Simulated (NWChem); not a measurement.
Molecule: ZnSiH3OCl; SMILES [SiH3][O][Zn][Cl]

```xyz
7

Zn     0.2002    -0.4832     0.0006
Cl    -0.3943    -2.4856    -0.0013
O      0.7861     1.1579     0.0022
Si     0.1431     2.6765    -0.0010
H     -0.7071     2.9143    -1.2050
H      1.2448     3.6752     0.0013
H     -0.7140     2.9165     1.1977
```
Atoms are numbered in this order, from 1.

Level: B3LYP/6-31G* (spherical d) (NWChem), optimised geometry, unscaled harmonic frequencies. B3LYP is NWChem's, with the RPA form of VWN correlation.

**Question.** List the harmonic frequencies with IR intensities, and the thermochemistry.

**Answer.** 
```csv
frequency (cm⁻¹),IR intensity (km/mol)
48,0.4
58,3.1
108,21.3
146,14.0
384,15.3
563,20.4
733,61.8
740,58.1
960,87.8
967,82.3
1022,799.8
1031,13.1
2217,231.5
2221,144.5
2254,186.0
```

```json
{
  "zero_point_energy": "19.2 kcal/mol",
  "thermal correction to the enthalpy at 298.15 K (with zero-point energy)": "24.0 kcal/mol",
  "heat capacity Cv": "19.4 cal/(mol K)",
  "entropy at 298.15 K and 1 atm (symmetry number 1)": "85.4 cal/(mol K)",
  "dipole_moment": "0.77 D"
}
```

Rigid rotor and harmonic oscillator; modes under 100 cm⁻¹ make the entropy uncertain.
